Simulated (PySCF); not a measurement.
**TDDFT excited states: C4H2F2N2**

Compound: C₄H₂F₂N₂.
SMILES: `Fc1ccnnc1F`

Method: TDDFT wB97X-D/def2-SVPD, vertical, gas phase, core orbitals frozen in the response in PySCF. Geometry: GFN2-xTB; no solvent, vibrations or thermal averaging.

What does the calculation give for the low-lying excited states?

```json
{"state": "S1", "E (eV)": "3.91", "E (kJ/mol)": "377", "λ (nm)": "317.0", "f": "0.0039", "symmetry": "A″", "main configurations (H = HOMO, L = LUMO)": "H→L (98%)"}
{"state": "S2", "E (eV)": "4.58", "E (kJ/mol)": "442", "λ (nm)": "270.7", "f": "0.0001", "symmetry": "–", "main configurations (H = HOMO, L = LUMO)": "H→L+1 (99%)"}
{"state": "S3", "E (eV)": "5.69", "E (kJ/mol)": "549", "λ (nm)": "217.8", "f": "0.040", "symmetry": "A′", "main configurations (H = HOMO, L = LUMO)": "H-1→L (78%), H-2→L+1 (18%)"}
{"state": "S4", "E (eV)": "6.58", "E (kJ/mol)": "634", "λ (nm)": "188.6", "f": "0.0001", "symmetry": "–", "main configurations (H = HOMO, L = LUMO)": "H-3→L (98%)"}
{"state": "S5", "E (eV)": "6.61", "E (kJ/mol)": "638", "λ (nm)": "187.4", "f": "0.0050", "symmetry": "A′", "main configurations (H = HOMO, L = LUMO)": "H-1→L+1 (51%), H-2→L (44%)"}
{"state": "S6", "E (eV)": "7.26", "E (kJ/mol)": "701", "λ (nm)": "170.8", "f": "0.0035", "symmetry": "A″", "main configurations (H = HOMO, L = LUMO)": "H-3→L+1 (97%)"}
{"state": "S7", "E (eV)": "7.40", "E (kJ/mol)": "714", "λ (nm)": "167.6", "f": "0.096", "symmetry": "A′", "main configurations (H = HOMO, L = LUMO)": "H→L+2 (47%), H-2→L+1 (32%)"}
{"state": "S8", "E (eV)": "7.43", "E (kJ/mol)": "717", "λ (nm)": "166.8", "f": "0.430", "symmetry": "A′", "main configurations (H = HOMO, L = LUMO)": "H-2→L (42%), H-1→L+1 (42%), H→L+2 (10%)"}
```

Triplets, Tamm–Dancoff:

| state | E (eV) | λ (nm) | main configurations (H = HOMO, L = LUMO) |
| --- | --- | --- | --- |
| T1 | 3.16 | 391.8 | H→L (92%) |
| T2 | 4.21 | 294.3 | H→L+1 (93%) |
| T3 | 4.41 | 281.0 | H-1→L (52%), H-1→L+1 (22%), H-2→L (22%) |

The lowest singlet comes at 317 nm (377 kJ/mol) in the ultraviolet; it is very weak; its leading configuration is HOMO→LUMO (98%). The strongest level in the table is S8 at 7.43 eV (167 nm, f = 0.430). It is the last of those listed, so stronger ones may follow. Löwdin shares by element: HOMO nitrogen 78%, carbon 16% or more; LUMO carbon 39% or more, nitrogen 39% (atoms not listed hold the other 21%). Orbital energies (eV): HOMO-3 -12.13, HOMO-2 -11.29, HOMO-1 -10.52, HOMO -9.39, LUMO -0.22, LUMO+1 0.48, LUMO+2 2.15. The listed states span 3.52 eV, and the widest gap between neighbours is 1.11 eV (S2 to S3). Weighted by f, the mean energy of these states is 7.27 eV. Symmetry labels in Cs follow from the direction of the transition dipole and are given only for states with f of 0.002 or more. Only the lowest 8 singlets were computed, as vertical energies without vibronic structure.

Hardware: one thread of an x86-64 server, on a shared host. Cost: 22 s.
